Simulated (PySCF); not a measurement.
This PySCF input asks for the NMR shieldings of `C#C[C@@H]1C[C@H]1NBN`, C5H9BN2; the geometry comes from GFN2-xTB.

```python
import basis_set_exchange as bse
import numpy as np
from pyscf import gto, dft
from pyscf.prop import nmr

atoms = """
C    -3.581323    0.557528    1.153996
C    -2.450637    0.806695    0.843845
C    -1.106493    1.075651    0.455336
C    -0.768242    1.206815   -1.015275
C    -0.307586   -0.001367   -0.259320
N     1.060468   -0.200523    0.043501
B     1.713680   -1.433140    0.218598
N     3.077251   -1.460963    0.538071
H    -4.569606    0.350156    1.435989
H    -0.566311    1.716445    1.143695
H    -0.036034    1.952063   -1.290989
H    -1.571258    1.094375   -1.727486
H    -0.823955   -0.933786   -0.448898
H     1.570681    0.663972    0.153586
H     1.118277   -2.433363    0.090678
H     3.640107   -0.637506    0.662013
H     3.593981   -2.311020    0.665050
"""
names = dict.fromkeys(["C", "N", "B", "H"], "pcSseg-1")
basis = {el: gto.basis.parse(bse.get_basis(n, elements=[el], fmt="nwchem")) for el, n in names.items()}
mol = gto.M(atom=atoms, basis=basis, charge=0, verbose=0)
mf = dft.RKS(mol, xc="PBE0")
mf.grids.level = 2
mf.grids.alignment = dft.numint.BLKSIZE   # the property module wants whole blocks of grid points
mf.conv_tol = 1e-9
mf.kernel()

calc = nmr.RKS(mf)   # GIAO
C = mf.mo_coeff
Co = C[:, mf.mo_occ > 0]
resp = mf.gen_response(singlet=True, hermi=2)
def vind(x):   # induced exchange potential for any number of trial vectors
    d = np.einsum("pi,xij,qj->xpq", C, 2 * x.reshape(-1, C.shape[1], Co.shape[1]), Co, optimize=True)
    return np.einsum("xpq,pi,qj->xij", resp(d - d.transpose(0, 2, 1)), C, Co, optimize=True).ravel()
mo1, _ = nmr.rhf.solve_mo1(calc, with_cphf=vind)
sigma = calc.kernel(mo1)
for i, s in enumerate(sigma):   # ppm
    w = np.linalg.eigvalsh((s + s.T) / 2)
    print("%2d %-2s iso %8.1f  s11 %8.1f  s22 %8.1f  s33 %8.1f" % (i, mol.atom_pure_symbol(i), w.mean(), *w))
```

**Question.** Give the expected output.

**Answer.** 
```
 0 C  iso    116.3  s11     40.3  s22     50.1  s33    258.4
 1 C  iso     95.9  s11     -8.6  s22      0.9  s33    295.3
 2 C  iso    175.4  s11    141.1  s22    164.0  s33    221.3
 3 C  iso    167.8  s11    141.1  s22    157.9  s33    204.3
 4 C  iso    143.1  s11    102.7  s22    131.5  s33    195.0
 5 N  iso    166.0  s11    126.2  s22    167.1  s33    204.8
 6 B  iso     77.2  s11     44.6  s22     75.7  s33    111.2
 7 N  iso    199.5  s11    141.9  s22    211.8  s33    244.9
 8 H  iso     30.5  s11     25.0  s22     25.2  s33     41.3
 9 H  iso     30.8  s11     23.7  s22     30.1  s33     38.5
10 H  iso     31.2  s11     26.3  s22     28.4  s33     39.0
11 H  iso     30.8  s11     25.5  s22     27.8  s33     39.1
12 H  iso     28.9  s11     22.9  s22     29.4  s33     34.4
13 H  iso     30.2  s11     23.0  s22     32.2  s33     35.4
14 H  iso     27.4  s11     25.6  s22     27.4  s33     29.3
15 H  iso     29.7  s11     23.8  s22     27.9  s33     37.3
16 H  iso     29.2  s11     23.6  s22     25.4  s33     38.7
```

These numbers come from an equivalent density-fitted implementation of the same equations, which agrees with the script to about 0.01 ppm for H and up to a few tenths of a ppm for heavy atoms, so last digits may differ.

Size and cost of the density-fitted run: 181 basis functions, 54 s wall time on 1 thread of an Arm Neoverse N1, shared host; peak memory 0.82 GiB.
